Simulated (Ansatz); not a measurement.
One geometry of Mo3Se5, several levels of theory.

```yaml
crystal:
  periodic: [false, false, false]
  atoms:
    - {symbol: Mo, position_ang: [-0.707575, 1.216778, -0.319462]}
    - {symbol: Mo, position_ang: [1.454415, 0.645515, 0.196427]}
    - {symbol: Mo, position_ang: [-0.259710, -0.877609, 1.077902]}
    - {symbol: Se, position_ang: [-0.964395, 0.449043, -2.605803]}
    - {symbol: Se, position_ang: [-2.190767, 0.656549, 1.521294]}
    - {symbol: Se, position_ang: [1.381430, 1.026903, -2.264265]}
    - {symbol: Se, position_ang: [-0.407812, -2.821716, -0.086510]}
    - {symbol: Se, position_ang: [1.694414, -0.295452, 2.480418]}
basis:
  gaussian: {orbitals: def2-TZVP, initial_orbitals: start.molden}
hamiltonian: {xc: pbe0, dispersion: d4}
scf: {omitted_lower_state_checks: [starts]}
output: {orbitals: {seedname: orbitals}}
```

The file start.molden holds the orbitals of an earlier run on this structure, at another level or in another basis.

```sh
$ ansatz run in.yaml --threads 6 --pin off --events-out ev --progress --plain --max-ram 7833MiB
```

It prints (some lines left out):

```
Functional definition: PBE0
3194 factors; their error is unknown
mean field evaluation 1: about -332196.7204 eV, gradient 4.4e2 eV
mean field evaluation 2: about -332227.2422 eV, gradient 4.7e1 eV
mean field evaluation 4: about -332266.2251 eV, gradient 2.4e1 eV
mean field evaluation 8: about -332282.4447 eV, gradient 6.7e0 eV
mean field -332285.09842378 eV, -12211.2521361446 hartree, gradient 2.0e-5 eV, S^2 0.000000; 0 other end points of the search recorded, 0 dependent functions left out
reference -332285.09846499 eV, -12211.2521376591 hartree; 106, 106 occupied and 254, 254 virtual orbitals, 3194 factors
Total energy: -332285.83630670 eV, -12211.2792528420 hartree
Checks for a lower state left out: starts
```

Hardware: 6 threads of Intel Xeon on a shared host. Wall time 87 s, peak host memory 3 GiB.

Geometry: PBE-D4/def2-SVP.

In the def2 sets Mo takes a core potential; there is no spin–orbit coupling. The restricted singlet is unstable towards broken spin symmetry in Hartree–Fock (as tested in another run); at PBE0-D4/def2-TZVP this wasn't settled. Another isomer (singlet) lies 2.24 eV lower at PBE0-D4/def2-TZVP; other spin states weren't run for this one.
